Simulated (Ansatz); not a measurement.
Li₂Al₄. Total charge 0; singlet. Geometry r2SCAN-D4/def2-SVP.

```xyz
6

Li   -0.304    1.162    2.824
Li    0.325    1.331   -1.569
Al    1.198   -0.101    0.947
Al   -1.166   -1.149   -1.570
Al   -1.403    0.107    0.588
Al    1.351   -1.351   -1.221
```

LC-ωPBE has ω = 0.4 bohr⁻¹. The restricted singlet is unstable towards broken spin symmetry in Hartree–Fock (as tested in another run); at PBE-D4/def2-TZVPD, revPBE-D4/def2-TZVP, PBE0-D4/def2-TZVPD, CAM-B3LYP-D4/def2-TZVP and others this wasn't settled. The structure comes from a short search, and lower isomers may exist.

**Question.** Estimate the orbital energies around the gap (eV) in Ansatz with PBE-D4/def2-TZVPD, revPBE-D4/def2-TZVP, PBE0-D4/def2-TZVPD, CAM-B3LYP-D4/def2-TZVP, LC-ωPBE/def2-TZVP.

**Answer.** 
| orbital | PBE-D4/def2-TZVPD | revPBE-D4/def2-TZVP | PBE0-D4/def2-TZVPD | CAM-B3LYP-D4/def2-TZVP | LC-ωPBE/def2-TZVP |
| --- | --- | --- | --- | --- | --- |
| HOMO−9 | -67.83 | -67.79 | -72.64 | -73.83 | -73.81 |
| HOMO−8 | -51.63 | -51.73 | -55.77 | -57.34 | -57.63 |
| HOMO−7 | -51.62 | -51.73 | -55.68 | -57.19 | -57.37 |
| HOMO−6 | -9.99 | -9.95 | -11.50 | -13.13 | -15.02 |
| HOMO−5 | -7.45 | -7.41 | -8.57 | -9.89 | -11.35 |
| HOMO−4 | -7.36 | -7.31 | -8.46 | -9.79 | -11.23 |
| HOMO−3 | -4.68 | -4.63 | -5.28 | -6.13 | -7.00 |
| HOMO−2 | -4.54 | -4.51 | -5.12 | -5.82 | -6.88 |
| HOMO−1 | -4.23 | -4.20 | -4.88 | -5.67 | -6.75 |
| HOMO | -3.74 | -3.71 | -4.35 | -5.10 | -6.14 |
| LUMO | -2.67 | -2.63 | -2.11 | -1.15 | -0.54 |
| LUMO+1 | -2.51 | -2.47 | -1.93 | -0.98 | -0.35 |
| LUMO+2 | -2.23 | -2.18 | -1.72 | -0.92 | -0.22 |
| LUMO+3 | -2.09 | -2.03 | -1.59 | -0.83 | -0.18 |
| LUMO+4 | -1.67 | -1.60 | -1.17 | -0.49 | 0.20 |
| LUMO+5 | -1.51 | -1.45 | -0.97 | -0.13 | 0.54 |
